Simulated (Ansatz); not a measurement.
Reaction (redistribution): `[NH2][GaH][SiH2]O` + `OB(Cl)O[SiH3]` → `O[SiH2][GaH][OH]` + `NB(Cl)O[SiH3]`

Calculated with Ansatz (gas phase, PBE0-D4/def2-TZVP geometries, no zero-point term in ΔE). CCSD(T)/CBS is the MP2 limit (def2-TZVPP, def2-QZVPP) plus CCSD(T) − MP2 in def2-TZVPP, frozen cores. Functionals use def2-TZVPP. B3LYP here is the variant with VWN-RPA as its local correlation; programs differ in this. For Ga outer-core shells are correlated without core-valence functions, which leaves a few kJ/mol of doubt a bond. Scalar relativity is left out up to krypton. Each species was taken in one conformer, which may not be the lowest.

`[NH2][GaH][SiH2]O`:

Z-matrix (Å, degrees):
```
Si
Ga 1 2.405
O 1 1.659 2 107.3
H 1 1.496 2 111.5 3 121.1
H 1 1.496 2 111.9 3 -121.4
N 2 1.818 1 116.5 3 143.3
H 2 1.567 1 128.4 3 -38.0
H 3 0.958 1 117.1 2 178.0
H 6 1.006 2 124.4 1 -2.4
H 6 1.006 2 123.9 1 178.7
```

`OB(Cl)O[SiH3]`:

Cartesian coordinates in Å:
```
O -0.828 1.090 -1.070
B -0.104 -0.046 -1.231
Cl 0.156 -0.716 -2.854
O 0.424 -0.679 -0.171
Si 0.379 -0.338 1.453
H -1.157 1.457 -1.893
H 1.162 -1.402 2.120
H -1.023 -0.354 1.935
H 0.991 0.988 1.710
```

`O[SiH2][GaH][OH]`:

```xyz
9

O     1.210    0.949   -1.076
Si   -0.293    1.273   -0.476
Ga   -0.771   -0.736    0.753
O     0.773   -1.618    0.402
H     1.542    0.080   -0.820
H    -1.257    1.534   -1.582
H    -0.268    2.496    0.373
H    -1.817   -1.483    1.650
H     0.882   -2.494    0.776
```

`NB(Cl)O[SiH3]`:

Z-matrix (Å, degrees):
```
Si
O 1 1.641
H 1 1.482 2 108.8
H 1 1.482 2 108.9 3 -120.2
H 1 1.490 2 110.5 3 119.9
B 2 1.357 1 138.0 3 -120.6
Cl 6 1.779 2 117.5 1 -179.9
N 6 1.397 2 124.1 1 0.1
H 8 1.005 6 123.1 2 0.1
H 8 1.003 6 122.1 2 180.0
```

```json
{"level": "PBE-D4", "ΔE (kcal/mol)": "-1.0"}
{"level": "B3LYP-D4", "ΔE (kcal/mol)": "-0.8"}
{"level": "ωB97X-V", "ΔE (kcal/mol)": "-0.2"}
{"level": "PBE", "ΔE (kcal/mol)": "-0.7"}
{"level": "MP2/def2-TZVPP", "ΔE (kcal/mol)": "0.3"}
{"level": "MP2/def2-QZVPP", "ΔE (kcal/mol)": "0.3"}
{"level": "SCS-MP2/def2-QZVPP", "ΔE (kcal/mol)": "0.5"}
{"level": "HF/CBS(def2)", "ΔE (kcal/mol)": "2.2"}
```

Problem. What does CCSD(T)/CBS give? (An estimate is asked.)

Solution. The calculation gave: +0.8 kcal/mol. The listed levels differ from it by -1.8, -1.6, -1.0, -1.5, -0.5, -0.5, -0.3, 1.4 kcal/mol.

Largest T1 diagnostic among the species: 0.014.

In def2-TZVPP, CCSD(T) changes the Hartree–Fock value by −1.3 kcal/mol (the triples alone add −0.3 kcal/mol) and MP2 by −1.8 kcal/mol.
